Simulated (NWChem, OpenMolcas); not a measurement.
## Exact exchange and the HOMO–LUMO gap of Si2H3OF

Si2H3OF: 7 atoms, total charge 0, spin state singlet. As SMILES, `F[Si]O[SiH3]`. The shape is that of a PBE0-D4/def2-TZVP optimisation. This is one conformer, not always the lowest.

The HOMO–LUMO gap y, in eV, basis def2-SVPD; a is the functional's share of exact exchange. Programs: NWChem 7.3.0, OpenMolcas 26.06.

```
functional     program     a  y (eV)
      BLYP  OpenMolcas     0    4.05
      TPSS  OpenMolcas     0    4.19
     B3LYP  OpenMolcas   0.2       ?
      PBE0      NWChem  0.25    6.01
     BHLYP  OpenMolcas   0.5    7.99
```

**Question.** Fit y = c + s·a to the known rows and predict B3LYP.

**Answer.** 
1. Means of the 4 rows: a = 0.1875, y = 5.560.
2. Σ(Δa)² = 0.17188, Σ(Δa·Δy) = 1.3275, so the slope is 1.3275/0.17188 = 7.7234.
3. Intercept: 5.560 − (7.7234) × 0.1875 = 4.112. The largest residual of the fit is 0.078.
4. B3LYP: 4.112 + (7.7234) × 0.2 = 5.66 eV.

The run gave 5.64 eV, so the prediction is off by +0.02 eV, within the largest residual. Exact exchange lowers occupied levels and raises empty ones. The rows mix families of semi-local functionals, which the line can't see.
